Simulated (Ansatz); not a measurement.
Two isomers of C2H6S2Si: A = `C=C([SiH3])SS`, B = `[SiH3]SCC=S`.

Program: Ansatz. Geometries: PBE0-D4/def2-TZVP. ΔE: electronic, gas phase. CBS: MP2 limit from def2 TZ/QZ plus the TZ coupled-cluster correction, frozen cores. Functionals use def2-TZVPP. B3LYP here is the variant with VWN-RPA as its local correlation; programs differ in this. One conformer a species, not always the lowest.

Q: Which is lower in electronic energy at CCSD(T)/CBS, and by how much? (An estimate is asked.)

A: The calculation gave: B, by 41.6 kJ/mol.

Q: Give E(B) − E(A) in kJ/mol with PBE-D4, B3LYP, B3LYP-D4, MP2/def2-TZVPP, B2PLYP, CCSD(T)/def2-TZVPP, r2SCAN-D4. (Estimate.)

A: Ansatz gave: PBE-D4 -35.2, B3LYP -36.2, B3LYP-D4 -35.1, MP2/def2-TZVPP -49.1, B2PLYP -41.5, CCSD(T)/def2-TZVPP -45.2, r2SCAN-D4 -37.4. None reverses the order clearly.

Largest T1 diagnostic: 0.015.

In def2-TZVPP, CCSD(T) changes the Hartree–Fock value by −4.0 kJ/mol (the triples alone add −1.4 kJ/mol) and MP2 by −7.8 kJ/mol.
